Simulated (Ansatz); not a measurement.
Mulliken charges of BrH₄InOSi (`[SiH3][O][InH][Br]`) from r2SCAN/def2-TZVPP in Ansatz (PBE0-D4/def2-TZVP geometry).

| atom | x (Å) | y (Å) | z (Å) | charge (e) |
| --- | --- | --- | --- | --- |
| Si1 | -0.599 | 1.168 | 0.588 | 0.458 |
| O2 | 0.750 | 0.336 | 0.193 | -0.576 |
| In3 | 1.141 | -1.381 | -0.682 | 0.801 |
| Br4 | -0.942 | -2.513 | -1.331 | -0.350 |
| H5 | -1.402 | 1.512 | -0.620 | -0.092 |
| H6 | -0.195 | 2.429 | 1.264 | -0.091 |
| H7 | -1.470 | 0.390 | 1.513 | -0.091 |
| H8 | 2.717 | -1.941 | -0.925 | -0.059 |

Problem. By hand: the dipole of these point charges (1 e Å = 4.8032 D).

Solution. Σ q r = (0.657, -0.166, -0.063) e Å, of length 0.681 e Å = 3.27 D.

Problem. How does the dipole of the full density compare? (Estimate.)

Solution. The calculation gave: (0.469, -0.167, -0.072) e Å, 2.42 D; the point charges give 1.35 times that, at 6° from its direction.

Point charges leave out the atoms' own dipoles, such as those of lone pairs, and Mulliken's split depends on the basis, so the two needn't agree.
